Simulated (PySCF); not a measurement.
Working out the ionisation energy of As⁺

As⁺ [Ar] 3d10 4s2 4p2 (3P) → As²⁺ [Ar] 3d10 4s2 4p1 (2P). Calculation: PySCF 2.14, in x2c-QZVPPall with one added diffuse shell each of s, p, d, f type (12s9p6d5f1g, 113 functions); scalar relativity by spin-free X2C-1e. Frozen: [Ne]. Energies in hartree (1 hartree = 27.21139 eV):

```
             part   As⁺ (lower)  As²⁺ (upper)
              UHF  -2258.741414  -2258.080693
MP2 opposite-spin     -0.547898     -0.537211
    MP2 same-spin     -0.280117     -0.270155
```

Q: What does Hartree-Fock give?

A: (-2258.080693) − (-2258.741414) = 0.660721 hartree = 17.979 eV.

Q: What do MP2 and SCS-MP2 (6/5 opposite-spin, 1/3 same-spin) give?

A: The opposite-spin parts differ by 0.291 eV and the same-spin parts by 0.271 eV. MP2: 17.979 + (0.291) + (0.271) = 18.541 eV. SCS-MP2: 17.979 + 1.2 × (0.291) + (0.271)/3 = 18.419 eV.

A first-order spin-orbit estimate adds -0.034 eV to MP2 (valence and next inner shell), giving 18.507 eV against 18.589 eV (measured; NIST Atomic Spectra Database, ionization energies).

What remains against the reference includes basis incompleteness, the frozen core and correlation beyond second order.
